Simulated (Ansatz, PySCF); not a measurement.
Ansatz (a program for electronic structure) was given this input:
Ansatz 0.2 input:
```yaml
crystal:
  periodic: [false, false, false]
  atoms:
    - {symbol: P, position_ang: [0.00459430, 0.11426259, 0.00271176]}
    - {symbol: H, position_ang: [-1.02918573, -0.81790435, 0.01890316]}
    - {symbol: H, position_ang: [0.96027116, -0.89603443, -0.05957955]}
basis:
  gaussian:
    orbitals: cc-pVTZ
hamiltonian:
  xc: b3lyp
magnetization: {spin_polarized: true, initial_magnetization: 1}
accuracy: high
```

Question: Give the equivalent PySCF input.

Answer: This is not unique; one that fits is 
```python
from pyscf import gto, scf, dft

mol = gto.M(
    atom='''
P     0.00459430    0.11426259    0.00271176
H    -1.02918573   -0.81790435    0.01890316
H     0.96027116   -0.89603443   -0.05957955
''',
    basis='cc-pvtz',
    spin=1,
    verbose=3,
)

mf = dft.UKS(mol)
mf.xc = 'b3lyp'
mf.grids.atom_grid = (99, 590)
mf.grids.prune = None
mf.kernel()
```

Both were run: Ansatz gave -342.540298 Eh and PySCF -342.540298 Eh, 0.000 mEh apart.
